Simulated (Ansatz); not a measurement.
Problem. Name a neutral molecule of B, C, Ga, O, P and H with LUMO energy (PBE0/def2-TZVPP) between -1.30 and -1.00 eV and LUMO energy (ωB97M-V/def2-TZVPP) between 0.30 and 0.60 eV (Ansatz, PBE0-D4/def2-TZVP geometry).

Solution. `[CH3][Ga]([PH2])[BH]O` (-1.15 eV, 0.52 eV). Other molecules can fit too; these were computed, each in one conformer that needn't be the lowest.
